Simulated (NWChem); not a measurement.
Molecule: CH₅F₂NSi; SMILES C[Si](N)(F)F

```xyz
10

C      0.2510     1.7732    -0.3717
Si    -0.0048    -0.0260     0.0063
N      1.4528    -0.7965     0.4786
F     -0.5754    -0.8454    -1.2861
F     -1.2115    -0.1570     1.1094
H      0.6410     2.3134     0.5150
H      0.9713     1.9050    -1.2027
H     -0.7078     2.2490    -0.6580
H      2.0842    -0.3330     1.1347
H      1.4839    -1.8122     0.5937
```
Atoms are numbered in this order, from 1.

Results from NWChem. Structure relaxed at the PBE-D3(BJ)/def2-SVP level. Ions are spin-unrestricted doublets at the neutral geometry; other ion states weren't tried. Functional: LC-ωPBE (HJS hole) with def2-SVP; rows give the range parameter ω in 1/bohr.

| range parameter (1/bohr) | vertical ionisation energy, ΔSCF (eV) | −ε(HOMO) (eV) | ΔSCF minus −ε(HOMO) (eV) |
|---|---|---|---|
| 0.05 | 10.30 | 7.06 | 3.24 |
| 0.10 | 10.35 | 7.80 | 2.55 |
| 0.35 | 10.78 | 10.55 | 0.23 |
| 0.50 | 10.86 | 11.49 | -0.63 |
| 0.80 | 10.87 | 12.43 | -1.56 |
